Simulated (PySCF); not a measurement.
Z-matrix (Å, degrees):
```
Mo
N 1 1.9517
H 2 1.0233 1 124.91
H 2 1.0242 3 111.77 1 173.98
N 1 1.9617 2 89.60 3 -4.41
H 5 1.0250 1 125.00 2 80.05
H 5 1.0255 6 112.53 1 172.88
N 1 1.9684 2 89.16 3 85.40
H 8 1.0227 1 124.81 2 -9.96
H 8 1.0232 9 112.31 1 173.83
N 1 1.9886 2 82.17 3 -164.86
H 11 1.0241 1 123.88 2 56.79
H 11 1.0256 12 109.63 4 153.88
Cl 1 2.3867 2 161.79 3 141.14
Cl 1 2.4394 2 102.05 3 -81.78
```
Charge 0, spin multiplicity 1.

Task: Give the HOMO–LUMO gap, LUMO and dipole moment at the level PBE-D3(BJ)/def2-TZVP // TPSS-D3(BJ)/def2-SVP in PySCF.

Result: 
| Item | Value |
|---|---|
| HOMO–LUMO gap | 1.76 eV |
| LUMO | -3.95 eV |
| dipole moment | 1.250 e·Å |
